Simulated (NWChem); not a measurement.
System: C2H4O2Si2; SMILES C([SiH]1O[SiH2]O1)#C

NWChem printed, in part:

```
             Northwest Computational Chemistry Package (NWChem) 7.3.0
             --------------------------------------------------------

 CS  symmetry detected

                             Geometry "geometry" -> ""
                             -------------------------

 Output coordinates in angstroms (scale by  1.889725989 to convert to a.u.)

  No.       Tag          Charge          X              Y              Z
 ---- ---------------- ---------- -------------- -------------- --------------
    1 C                    6.0000     0.64250968    -3.09467333     0.00000000
    2 C                    6.0000     0.12248943    -1.99461877     0.00000000
    3 Si                  14.0000    -0.69896382    -0.36839228     0.00000000
    4 O                    8.0000    -0.12353640     0.68591729     1.19433600
    5 Si                  14.0000     0.46386219     1.74100354     0.00000000
    6 O                    8.0000    -0.12353640     0.68591729    -1.19433600
    7 H                    1.0000     1.10764212    -4.06534716     0.00000000
    8 H                    1.0000    -2.16912507    -0.54271570     0.00000000
    9 H                    1.0000    -0.20351811     3.06893235     0.00000000
   10 H                    1.0000     1.94301159     1.88364887     0.00000000

 Effective nuclear repulsion energy (a.u.)     347.7529476684

      Symmetry information
      --------------------

 Group name             Cs
 Group number              2
 Group order               2
 No. of unique centers     9

                                 NWChem DFT Module
                                 -----------------

 Summary of "ao basis" -> "ao basis" (spherical)
 ------------------------------------------------------------------------------
       Tag                 Description            Shells   Functions and Types
 ---------------- ------------------------------  ------  ---------------------
 C                         def2-svpd                 8       20   4s2p2d
 Si                        def2-svpd                10       24   5s3p2d
 O                         def2-svpd                 9       23   4s3p2d
 H                         def2-svpd                 4        8   2s2p

      Symmetry analysis of basis
      --------------------------

        a'        109
        a"         57

            General Information
            -------------------
          SCF calculation type: DFT
          Wavefunction type:  closed shell.
          No. of atoms     :    10
          No. of electrons :    60
           Alpha electrons :    30
            Beta electrons :    30
          Charge           :     0
          Spin multiplicity:     1
          Use of symmetry is: on ; symmetry adaption is: on
          Maximum number of iterations: 150
          AO basis - number of functions:   166
                     number of shells:    70
          Convergence on energy requested:  1.00D-06
          Convergence on density requested:  1.00D-05
          Convergence on gradient requested:  5.00D-04

              XC Information
              --------------
                         B3LYP Method XC Potential
                     Hartree-Fock (Exact) Exchange  0.200
                        Slater Exchange Functional  0.800 local
                    Becke 1988 Exchange Functional  0.720 non-local
              Lee-Yang-Parr Correlation Functional  0.810
                  VWN I RPA Correlation Functional  0.190 local

             Grid Information
             ----------------
          Grid used for XC integration:  medium
          Radial quadrature: Mura-Knowles
          Angular quadrature: Lebedev.
          Tag              B.-S. Rad. Rad. Pts. Rad. Cut. Ang. Pts.
          ---              ---------- --------- --------- ---------
          C                   0.70       49          14.0       434
          Si                  1.10       88          13.0       590
          O                   0.60       49          12.0       434
          H                   0.35       45          16.0       434
          Grid pruning is: on
          Number of quadrature shells:   503
          Spatial weights used:  Erf1

      Superposition of Atomic Density Guess
      -------------------------------------

 Sum of atomic energies:        -804.11353766

      Non-variational initial energy
      ------------------------------

 Total energy =    -806.630341
 1-e energy   =   -1801.662502
 2-e energy   =     647.279213
 HOMO         =      -0.363823
 LUMO         =      -0.027854

      Symmetry analysis of molecular orbitals - initial
      -------------------------------------------------

  Numbering of irreducible representations:

     1 a'          2 a"

  Orbital symmetries:

     1 a'          2 a'          3 a'          4 a"          5 a'
     6 a'          7 a'          8 a'          9 a'         10 a'
    11 a'         12 a"         13 a'         14 a"         15 a'
    16 a"         17 a'         18 a'         19 a'         20 a'
    21 a"         22 a'         23 a'         24 a'         25 a"
    26 a"         27 a'         28 a'         29 a"         30 a'
    31 a"         32 a'         33 a"         34 a'         35 a'
    36 a'         37 a'         38 a'         39 a"         40 a'

     ---------------------------------------------
      Total Density - Mulliken Population Analysis
     ---------------------------------------------

    Atom       Charge   Shell Charges
 -----------   ------   -------------------------------------------------------
    1 C    6     6.60   1.99  1.01  1.33  0.08  1.84  0.35  0.03 -0.03
    2 C    6     5.55   1.99  1.03  0.15 -0.27  1.98  0.71  0.03 -0.07
    3 Si  14    12.51   2.00  1.99  0.90 -0.02  0.02  5.93  0.89  0.49  0.31 -0.00
    4 O    8     9.35   1.99  1.12  0.73  0.08  3.09  2.08  0.24  0.01  0.01
    5 Si  14    12.92   2.00  1.99  0.90  0.17 -0.02  5.93  0.89  0.80  0.25  0.01
    6 O    8     9.35   1.99  1.12  0.73  0.08  3.09  2.08  0.24  0.01  0.01
    7 H    1     0.97   0.63  0.32  0.03 -0.01
    8 H    1     0.91   0.69  0.20  0.01  0.00
    9 H    1     0.93   0.70  0.22  0.01  0.01
   10 H    1     0.92   0.70  0.21  0.01  0.00

   convergence    iter        energy       DeltaE   RMS-Dens  Diis-err
 ---------------- ----- ----------------- --------- --------- ---------
 d= 0,ls=0.0,diis     1   -807.6838593647 -1.16D+03  2.12D-02  1.17D+00
 d= 0,ls=0.0,diis     2   -807.5530964971  1.31D-01  8.47D-03  2.71D+00
 d= 0,ls=0.0,diis     3   -807.8182376671 -2.65D-01  1.95D-03  4.97D-02
 d= 0,ls=0.0,diis     4   -807.8214216798 -3.18D-03  8.65D-04  1.63D-02
 d= 0,ls=0.0,diis     5   -807.8230668162 -1.65D-03  3.18D-04  4.51D-03
  Resetting Diis
 d= 0,ls=0.0,diis     6   -807.8236383422 -5.72D-04  7.54D-05  7.07D-05
 d= 0,ls=0.0,diis     7   -807.8236479835 -9.64D-06  3.34D-05  3.40D-06
 d= 0,ls=0.0,diis     8   -807.8236479359  4.76D-08  1.52D-05  3.71D-06
 d= 0,ls=0.0,diis     9   -807.8236485037 -5.68D-07  1.23D-06  1.96D-08

         Total DFT energy =     -807.823648503749
      One electron energy =    -1805.506079674521
           Coulomb energy =      721.346251262909
    Exchange-Corr. energy =      -71.416767760520
 Nuclear repulsion energy =      347.752947668383

 Numeric. integr. density =       59.999971923930

                  Occupations of the irreducible representations
                  ----------------------------------------------

                     irrep           alpha         beta
                     --------     --------     --------
                     a'               22.0         22.0
                     a"                8.0          8.0

                       DFT Final Molecular Orbital Analysis
                       ------------------------------------

 Vector   28  Occ=2.000000D+00  E=-3.190388D-01  Symmetry=a'
              MO Center=  7.7D-02,  1.1D+00,  1.3D-13, r^2= 4.3D+00
   Bfn.  Coefficient  Atom+Function         Bfn.  Coefficient  Atom+Function
  ----- ------------  ---------------      ----- ------------  ---------------
    69      0.269256   4 O  px              116      0.269256   6 O  px
   159     -0.253606  10 H  s               151      0.230480   9 H  s
     3      0.223175   1 C  s                23     -0.200766   2 C  s
    72      0.193379   4 O  px              119      0.193379   6 O  px
    24     -0.191552   2 C  s               143      0.185379   8 H  s

 Vector   29  Occ=2.000000D+00  E=-3.134131D-01  Symmetry=a"
              MO Center=  3.0D-01, -2.1D+00,  4.0D-14, r^2= 2.6D+00
   Bfn.  Coefficient  Atom+Function         Bfn.  Coefficient  Atom+Function
  ----- ------------  ---------------      ----- ------------  ---------------
     7      0.405911   1 C  pz               27      0.399618   2 C  pz
    30      0.263564   2 C  pz               10      0.154129   1 C  pz
    70      0.118064   4 O  py              117     -0.118064   6 O  py
    69     -0.100773   4 O  px              116      0.100773   6 O  px
    72     -0.083277   4 O  px              119      0.083277   6 O  px

 Vector   30  Occ=2.000000D+00  E=-3.119157D-01  Symmetry=a'
              MO Center=  3.1D-01, -2.3D+00,  7.5D-15, r^2= 2.4D+00
   Bfn.  Coefficient  Atom+Function         Bfn.  Coefficient  Atom+Function
  ----- ------------  ---------------      ----- ------------  ---------------
     5      0.382512   1 C  px               25      0.364417   2 C  px
    28      0.251805   2 C  px               26      0.184409   2 C  py
     6      0.178001   1 C  py               24      0.163088   2 C  s
     8      0.156281   1 C  px               45     -0.138118   3 Si s
     3     -0.092519   1 C  s               143      0.082947   8 H  s

 Vector   31  Occ=0.000000D+00  E=-5.256966D-02  Symmetry=a"
              MO Center= -4.5D-02, -8.6D-01, -1.1D-13, r^2= 6.6D+00
   Bfn.  Coefficient  Atom+Function         Bfn.  Coefficient  Atom+Function
  ----- ------------  ---------------      ----- ------------  ---------------
     7      0.317025   1 C  pz               51     -0.243975   3 Si pz
    10      0.222499   1 C  pz               30     -0.206762   2 C  pz
    54     -0.201239   3 Si pz               98     -0.186796   5 Si pz
   101     -0.185562   5 Si pz               27     -0.176844   2 C  pz
    67      0.144107   4 O  s               114     -0.144107   6 O  s

 Vector   32  Occ=0.000000D+00  E=-2.696714D-02  Symmetry=a'
              MO Center=  6.2D-02, -1.7D+00,  7.7D-15, r^2= 5.3D+00
   Bfn.  Coefficient  Atom+Function         Bfn.  Coefficient  Atom+Function
  ----- ------------  ---------------      ----- ------------  ---------------
    28     -0.350926   2 C  px               45     -0.352212   3 Si s
     5      0.340003   1 C  px                3      0.335831   1 C  s
    23     -0.295597   2 C  s                24      0.289912   2 C  s
     9      0.260145   1 C  py               25     -0.248454   2 C  px
    44     -0.226701   3 Si s                91     -0.216420   5 Si s

 Vector   33  Occ=0.000000D+00  E=-9.273114D-04  Symmetry=a"
              MO Center=  6.5D-01,  9.7D-01, -1.1D-13, r^2= 8.2D+00
   Bfn.  Coefficient  Atom+Function         Bfn.  Coefficient  Atom+Function
  ----- ------------  ---------------      ----- ------------  ---------------
   108      0.309257   5 Si d -1             30     -0.233719   2 C  pz
    98      0.222013   5 Si pz                7      0.213902   1 C  pz
   110     -0.211134   5 Si d  1             27     -0.206188   2 C  pz
    76      0.189204   4 O  py              123     -0.189204   6 O  py
    68      0.180441   4 O  s               115     -0.180441   6 O  s

     ---------------------------------------------
      Total Density - Mulliken Population Analysis
     ---------------------------------------------

    Atom       Charge   Shell Charges
 -----------   ------   -------------------------------------------------------
    1 C    6     6.76   1.98  0.96  1.62  0.11  2.01  0.12  0.02 -0.05
    2 C    6     4.95   1.99  0.97  0.06 -0.44  2.04  0.41  0.02 -0.09
    3 Si  14    13.20   2.00  1.98  1.09 -0.21  0.06  5.92  1.21  0.62  0.46  0.07
    4 O    8     8.99   1.99  1.08  0.74  0.22  2.87  1.85  0.25  0.01 -0.00
    5 Si  14    13.36   2.00  1.98  1.04 -0.01 -0.02  5.92  1.18  0.81  0.39  0.06
    6 O    8     8.99   1.99  1.08  0.74  0.22  2.87  1.85  0.25  0.01 -0.00
    7 H    1     1.14   0.74  0.38  0.03 -0.01
    8 H    1     0.84   0.76  0.09  0.01 -0.01
    9 H    1     0.89   0.76  0.13  0.01 -0.00
   10 H    1     0.87   0.76  0.11  0.01 -0.01

     -------------------------------------------
      Total Density - Lowdin Population Analysis
     -------------------------------------------

    Atom       Charge   Shell Charges
 -----------   ------   -------------------------------------------------------
    1 C    6     5.87   1.97  0.55  0.26  0.13  1.74  0.98  0.05  0.20
    2 C    6     6.15   1.97  0.57  0.25  0.13  1.81  1.04  0.04  0.33
    3 Si  14    13.23   2.00  1.89  0.35  0.16  0.12  5.81  1.09  0.63  0.65  0.54
    4 O    8     8.68   1.97  0.89  0.53  0.13  2.71  1.83  0.33  0.01  0.27
    5 Si  14    13.15   2.00  1.89  0.37  0.18  0.13  5.81  1.11  0.68  0.56  0.42
    6 O    8     8.68   1.97  0.89  0.53  0.13  2.71  1.83  0.33  0.01  0.27
    7 H    1     1.08   0.56  0.22  0.07  0.22
    8 H    1     1.04   0.61  0.30  0.02  0.11
    9 H    1     1.06   0.61  0.31  0.02  0.12
   10 H    1     1.06   0.61  0.31  0.02  0.12

     Multipole analysis of the density
     ---------------------------------

     L   x y z        total         alpha         beta         nuclear
     -   - - -        -----         -----         ----         -------
     0   0 0 0     -0.000000    -30.000000    -30.000000     60.000000

     1   1 0 0      0.174448      0.087224      0.087224     -0.000000
     1   0 1 0     -0.292535     -0.146268     -0.146268     -0.000000
     1   0 0 1      0.000000      0.000000      0.000000      0.000000

     2   2 0 0    -35.502914    -57.768557    -57.768557     80.034201
     2   1 1 0     -0.727170     -0.129504     -0.129504     -0.468162
     2   1 0 1     -0.000000     -0.000000     -0.000000      0.000000
     2   0 2 0    -28.544827   -305.285794   -305.285794    582.026761
     2   0 1 1      0.000000      0.000000      0.000000      0.000000
     2   0 0 2    -40.742778    -61.122618    -61.122618     81.502457

[...]

                         DFT ENERGY GRADIENTS

    atom               coordinates                        gradient
                 x          y          z           x          y          z
   1 C       1.214167  -5.848085   0.000000   -0.000490   0.002023   0.000000
   2 C       0.231471  -3.769283   0.000000   -0.000434   0.000337   0.000000
   3 Si     -1.320850  -0.696160   0.000000    0.007154   0.010418   0.000000
   4 O      -0.233450   1.296196   2.256968    0.000084  -0.000081  -0.004020
   5 Si      0.876572   3.290020   0.000000   -0.006823  -0.012809   0.000000
   6 O      -0.233450   1.296196  -2.256968    0.000084  -0.000081   0.004020
   7 H       2.093140  -7.682392   0.000000    0.000640  -0.001513   0.000000
   8 H      -4.099052  -1.025584   0.000000   -0.001273  -0.000236   0.000000
   9 H      -0.384593   5.799441   0.000000   -0.000190   0.001342   0.000000
  10 H       3.671760   3.559580   0.000000    0.001248   0.000599   0.000000
```

Level: B3LYP/def2-SVPD. Structure relaxed at the PBE0/def2-SVP level.

**Question.** Reconstruct the input file.

**Answer.** This is not unique; one that fits is the input that was run:
```
start job
memory heap 200 mb stack 900 mb global 1100 mb
geometry units angstroms noautoz
  C      0.616390     3.099460     0.000000
  C      0.106837     1.994518     0.000000
  Si    -0.699140     0.360566     0.000000
  O     -0.113729    -0.688233     1.194336
  Si     0.483660    -1.737695     0.000000
  O     -0.113729    -0.688233    -1.194336
  H      1.072286     4.074506     0.000000
  H     -2.170890     0.520924     0.000000
  H     -0.171083    -3.071900     0.000000
  H      1.964097    -1.866291     0.000000
end
basis spherical
  C library def2-svpd
  Si library def2-svpd
  O library def2-svpd
  H library def2-svpd
end
dft
  xc b3lyp
  iterations 150
  mulliken
end
task dft gradient
```
